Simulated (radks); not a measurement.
Results of a calculation; reference values are marked as such.
The tellurium ion Te3+, configuration [Kr] 4d10 5s2 5p1 (the NIST ground configuration). Code: a radial shooting solver on a logarithmic mesh with Libxc functionals. Model: scalar-relativistic Kohn-Sham, PBE, spin-polarised, spherical densities, point nucleus; open shells are filled with parallel spins first (spin-orbit coupling, left out, can overturn this in heavy ions).

Local quantities along the radius. ELF = 1/(1 + alpha^2) is the electron localisation function; alpha = (tau - tau_W)/tau_unif compares the Pauli kinetic energy density with that of the uniform gas (summed over spins); s = |grad rho|/(2 (3 pi^2)^(1/3) rho^(4/3)) is the reduced gradient. tau is taken from the large components.

r (bohr)    ELF    alpha       s
0.00173   0.999  0.02388  0.6203
0.002326  0.999  0.02531  0.5680
0.003128  0.999  0.02794  0.5346
0.004171  0.999  0.03228  0.5177
0.005608  0.998  0.03983  0.5152
0.00754   0.997  0.05323  0.5280
0.01006   0.994  0.07779  0.5566
0.01352   0.983   0.1302  0.6048
0.01818   0.940   0.2522  0.6701
0.02425   0.774   0.5409  0.7255
0.0326    0.440    1.129  0.6804
0.04383   0.322    1.452  0.4472
0.05845   0.518   0.9646  0.2853
0.07859   0.737   0.5968  0.3419
0.1057    0.685   0.6786  0.4843
0.1409    0.375    1.292  0.4829
0.1895    0.414    1.190  0.2341
0.2547    0.728   0.6116  0.3011
0.3398    0.700   0.6543  0.5749
0.4568    0.219    1.890  0.6397
0.6142    0.488    1.024  0.1878
0.8191    0.768   0.5497  0.3996
1.101     0.584   0.8449  0.7208
1.481     0.293    1.555  0.9202
1.975     0.409    1.201   1.014
2.655     0.605   0.8086   1.750
3.57      0.281    1.599   4.059
4.761     0.016    7.860   12.40
6.401     0.000    94.90   58.81

On this mesh the ELF has minima near r = 0.044, 0.16, 0.46, 1.5 bohr, which separate the shells, and maxima near 0.091 (0.75), 0.29 (0.77), 0.82 (0.77), 2.7 (0.60).
